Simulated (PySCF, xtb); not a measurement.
HfF₄, SMILES [F][Hf]([F])([F])[F], multiplicity 1.

Harmonic wavenumbers (cm⁻¹) from xtb with GFN2-xTB at its own minimum, in rising order: 120, 120, 120, 131, 131, 481, 532, 532, 532.

Task: What does PySCF 2.14.0 with PBE0-D3(BJ)/def2-SVP give at its own minimum? (Estimate from the structure and the level; the computed values follow.)

Result: 156, 156, 156, 162, 162, 679, 679, 679, 687. Paired by order, the mean absolute difference is 90 cm⁻¹ and the zero-point energies are 3.9 and 5.0 kcal/mol.
